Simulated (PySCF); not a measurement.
Isomers of CH9OPSi2, one GFN2-xTB conformer each. Single-point energies are computed at PBE0/pcSseg-1 (PySCF, gas phase, no added dispersion term), electronic only.

**Question.** Rank them by PBE0/pcSseg-1 energy, lowest first (kJ/mol).
A. `[CH3:1][Si@H:2]([PH2:3])[O:4][SiH3:5]` with C1–Si2–P3–H 164° and 71°, C1–Si2–O4–Si5 63°
B. `[CH3:1][Si@:2]([OH:3])([SiH3:4])[PH2:5]` with C1–Si2–O3–H 64°, C1–Si2–P5–H 70° and 163°

**Answer.** A (0.0), B (80.5).

As drawn, the higher has an O–H bond and an Si–Si bond, which the lower lacks. GFN2-xTB itself gives, in the same order: 0.0, 197.6. Both levels put the same isomer lowest.

**Question.** Which frontier levels, dipoles and rotational constants go with these structures?

**Answer.** 
```csv
SMILES,"HOMO (eV, PBE0/pcSseg-1)",LUMO (eV),dipole (D),"A, B, C (MHz)"
C[Si@H](P)O[SiH3],-7.33,0.09,0.76,"3109, 1419, 1103"
C[Si@](O)([SiH3])P,-7.24,-0.18,0.96,"2604, 1518, 1332"
```
